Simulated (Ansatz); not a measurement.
Born–Oppenheimer molecular dynamics of CH3Te (5 atoms, charge 0, multiplicity 2). It starts from a relaxed structure.

The calculation used Ansatz, UKS B3LYP-D4/def2-SVP.

```yaml
ensemble: NVT, Nosé–Hoover chain
time_step: 0.5 fs
steps_asked: 150
set_temperature: 2000 K
thermostat: time constant 100 fs, chain length 3
seed: 161612
```

First frame:

```xyz
5
Properties=species:S:1:pos:R:3
C -0.210 -0.046 -0.002
Te 1.946 0.242 0.075
H -0.465 -1.064 0.319
H -0.713 0.705 0.619
H -0.507 0.089 -1.053
```

Problem. How far do the bonds stretch over the last three quarters of this one trajectory? (Pairs bonded in most of those frames.)

Solution. 
```
  bond  mean (Å)  spread (Å)  shortest  longest
C1–Te2     2.225       0.088      2.07     2.35
 C1–H3     1.108       0.039      1.03     1.19
 C1–H4     1.111       0.039      1.04     1.18
 C1–H5     1.116       0.070      1.00     1.23
```

Mean temperature of the second half: 1126 K. The conserved energy stayed within 1.2 meV per atom of its start (net change 0.27 meV per atom), so the integration is sound. The mean temperature of the second half is 44 % below the set value. A run of 0.075 ps of so small a system gives no equilibrium averages.

Run time: 8.2 min on 1 thread of Arm Neoverse V2 (shared host), peak memory 0.14 GiB.
